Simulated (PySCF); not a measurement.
Species: C4H8F2OSi.
SMILES with atom numbers: `[F:1][C@@H:2]([CH2:3][SiH3:4])[C@@H:5]1[O:6][C@@H:7]1[F:8]`

Definitions: NICS(0) = −σiso at the ring centroid; NICS(1) = −σiso and NICS(1)zz = −σzz at ±1 Å along the ring normal z. Level: GIAO PBE0/pcSseg-1 (PySCF, non-relativistic, gas phase) on the GFN2-xTB geometry, one conformer.

Ring bond lengths (Å), with Mayer bond orders in brackets: C5–O6 1.408 (0.89), O6–C7 1.367 (1.01), C7–C5 1.464 (0.98).

Task: What do the NICS probes read (ppm)?

Result: 
| ring | type | NICS(0) | NICS(1), two faces | NICS(1)zz, two faces | rms pucker (Å) | centre to ring atoms, mean (Å) |
| --- | --- | --- | --- | --- | --- | --- |
| C5–O6–C7 | 3-membered ring with O; formal bonds all single | -42.5 | -7.0 / -5.6 | -22.4 / -12.8 | 0.00 | 0.82 |

Task: What do they say, and how far can they be read as aromaticity?

Result: 
- C5–O6–C7: mean NICS(1)zz -17.6 ppm, shielded. C5, C7 have four or more neighbours, and the NICS criterion for π rings isn't applied. The two faces differ by 9.6 ppm, so no symmetry operation interchanges them. NICS(0) lies 36 ppm below the mean NICS(1).

Task: What is the mean of the two in-plane components of NICS at the second NICS(1) probe listed for ring C5–O6–C7, 1 Å off the ring?

Result: The isotropic value is a third of the trace: (3 × -5.6 − (-12.8))/2 = -2.0 ppm.

Task: List the ring angles and the Hirshfeld charges of the ring atoms.

Result: 
- C5–O6–C7: C5 56.8° (+0.008 e), O6 63.7° (-0.147 e), C7 59.5° (+0.111 e); sum 180.0° against 180° for a flat convex ring.

The values belong to the conformer `[F:1][C@@H:2]([CH2:3][SiH3:4])[C@@H:5]1[O:6][C@@H:7]1[F:8]`: F1–C2–C3–Si4 -61°, F1–C2–C5–O6 168°.
